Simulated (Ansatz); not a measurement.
Cl2H3InOSi, SMILES `[SiH3][O][In]([Cl])[Cl]` at its PBE0-D4/def2-TZVP geometry, where that method's forces vanish. Total charge 0; spin multiplicity 1. In takes the def2 core potential.

```xyz
8

Si    0.1506   -1.4068    0.5764
O    -0.6050   -0.2678   -0.3269
In   -0.3274    1.6112   -0.7673
Cl    1.4809    2.7302    0.0984
Cl   -1.8418    2.6297   -2.1480
H     1.3229   -0.8327    1.2952
H     0.6226   -2.5081   -0.3038
H    -0.8028   -1.9558    1.5760
```

(1) What forces (eV/Å) does PBE-D4/def2-TZVPP give on these atoms in Ansatz 0.2.0? (Estimate.)

Results:

(1) Ansatz gave: 
```
Si1  0.232 -0.224  0.233
O2  -0.392 -0.122 -0.226
In3  0.038  0.189 -0.038
Cl4  0.269  0.165  0.129
Cl5 -0.216  0.138 -0.195
H6   0.131  0.035  0.089
H7   0.048 -0.122 -0.097
H8  -0.109 -0.059  0.105
```
